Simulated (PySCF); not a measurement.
CH$_{5}$InO$_{2}$ (SMILES [CH3][In]([OH])[OH]), singlet, geometry from GFN2-xTB (such geometries of metal compounds can be far from the true shape) (all electrons, no relativity).

Here is a job for PySCF.
```python
from pyscf import gto, scf, mcscf, mrpt
import numpy

mol = gto.M(
    atom='''
In    0.00884412   -0.00709837    0.00333953
C     1.97851815   -0.09957697   -0.99718166
H     2.55130879   -0.86745357   -0.49377320
H     2.46099881    0.86771973   -0.90301956
H     1.82695821   -0.34994177   -2.04201475
O    -0.51316295   -1.07305305    1.54615635
H    -1.41174589   -0.84879620    1.79149278
O    -1.52554669    1.12684412   -0.46187477
H    -1.42231335    1.71342485   -1.20748500
''',
    basis='sto-3g',
    verbose=3,
)

mf = scf.RHF(mol)
mf.kernel()
mc = mcscf.CASSCF(mf, 5, 6)
mc.fix_spin_(ss=0.0)
mc.kernel()
occ = numpy.linalg.eigvalsh(mc.fcisolver.make_rdm1(mc.ci, mc.ncas, mc.nelecas))[::-1]
ss = mc.fcisolver.spin_square(mc.ci, mc.ncas, mc.nelecas)[0]
print('natural occupations', occ.round(4), ' <S^2>', round(ss, 4))
e2 = mrpt.NEVPT(mc).kernel()
print('E(NEVPT2) = %.10f' % (mc.e_tot + e2))
```

Task: What does this run give for the SCF-reference HOMO energy, NEVPT2 correction, SCF-reference HOMO-LUMO gap, SCF-reference Mulliken (on the basis functions themselves) charges in atom order, number of basis functions, total energy?

Result: 
| Item | Result |
|---|---|
| SCF-reference HOMO energy | -7.71 eV |
| NEVPT2 correction | -0.1383 Eh |
| SCF-reference HOMO-LUMO gap | 14.58 eV |
| SCF-reference Mulliken (on the basis functions themselves) charges in atom order | In1 0.94, C2 -0.35, H3 0.04, H4 0.04, H5 0.04, O6 -0.48, H7 0.13, O8 -0.49, H9 0.13 |
| number of basis functions | 47 |
| total energy | -5871.057315 Ha |
